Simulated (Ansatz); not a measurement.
C₂H₇AlSn (`[AlH2]/[CH]=[CH]/[SnH3]`). Total charge 0; spin multiplicity 1. Sn: def2 effective core potential. Geometry: relaxed with PBE0-D4/def2-TZVP.

```xyz
11

Al    1.778    1.892    0.582
C     0.433    0.494    0.706
C    -0.027   -0.053   -0.428
Sn   -1.504   -1.601   -0.517
H     2.239    2.285   -0.886
H     2.388    2.605    1.863
H     0.032    0.132    1.654
H     0.366    0.302   -1.383
H    -2.951   -1.054    0.207
H    -1.807   -2.033   -2.141
H    -0.948   -2.969    0.343
```

(1) What is the dipole moment at B3LYP/def2-TZVPP? (Best estimate.)

(2) And with PBE, r2SCAN, ωB97M-V? (Best estimate.)

(3) Give the Mulliken charges with B3LYP, r2SCAN, ωB97M-V in def2-TZVPP. (Best estimate.)

Results:

(1) Computed: 0.17 D, with components (-0.12, -0.12, 0.05) D in this frame, pointing from negative to positive charge.

(2) The calculation gave: PBE 0.20 D, r2SCAN 0.21 D, ωB97M-V 0.20 D.

(3) Ansatz gave: 
```
atom  B3LYP  r2SCAN  ωB97M-V
 Al1   0.44    0.51     0.42
  C2  -0.26   -0.29    -0.31
  C3  -0.33   -0.28    -0.34
 Sn4   0.63    0.60     0.52
  H5  -0.14   -0.16    -0.12
  H6  -0.14   -0.16    -0.11
  H7   0.09    0.06     0.10
  H8   0.11    0.08     0.12
  H9  -0.13   -0.12    -0.09
 H10  -0.13   -0.12    -0.09
 H11  -0.13   -0.12    -0.09
```

B3LYP here is the variant with VWN-RPA as its local correlation; programs differ in this.
